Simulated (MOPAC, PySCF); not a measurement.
C$_{2}$H$_{3}$BO, SMILES `C=CB=O` (C–C–B–O torsion 180°), neutral singlet in the gas phase. 

Cartesian coordinates (Å):
```xyz
7

C     -1.0482    -0.2473    -0.0050
C      0.0750     0.4758     0.1334
B      1.4595    -0.0947    -0.1206
O      2.5720    -0.5478    -0.3233
H     -2.0326     0.1860     0.1837
H     -1.0256    -1.2951    -0.3108
H     -0.0002     1.5232     0.4425
```
Charge 0, spin multiplicity 1.

All levels are single points at this geometry (PBE-D3(BJ)/def2-TZVP); Pople sets use spherical d functions. Orbital energies aren't observables, and empty levels follow the basis.

| level | HOMO (eV) | LUMO (eV) | gap (eV) | dipole (D) | vertical IE, Delta-SCF (eV) |
|---|---|---|---|---|---|
| PBE-D3(BJ)/def2-TZVP in PySCF | -7.53 | -2.69 | 4.84 | 3.78 | – |
| B3LYP/3-21G in PySCF | -8.16 | -1.33 | 6.83 | 3.48 | – |
| B3LYP/6-311+G** in PySCF | -8.52 | -2.00 | 6.52 | 4.05 | – |
| BP86/6-31G* in PySCF | -7.25 | -2.33 | 4.92 | 3.52 | – |
| M06-2X/6-31G* in PySCF | -9.72 | -0.34 | 9.39 | 3.83 | – |
| SVWN5/6-31G* in PySCF | -7.33 | -2.43 | 4.90 | 3.54 | 10.91 |
| HF/3-21G in PySCF | -11.18 | 2.61 | 13.79 | 4.33 | – |
| HF/6-31G* in PySCF | -11.14 | 2.57 | 13.72 | 4.49 | – |
| HF/STO-3G in PySCF | -8.99 | 6.49 | 15.47 | 2.41 | – |
| AM1 in MOPAC | -11.16 | 0.21 | 11.37 | 3.40 | – |
| PM3 in MOPAC | -10.96 | -0.03 | 10.93 | 2.18 | – |
| PM6 in MOPAC | -11.15 | -0.04 | 11.11 | 3.42 | – |
| PM7 in MOPAC | -10.78 | -0.40 | 10.38 | 2.26 | – |
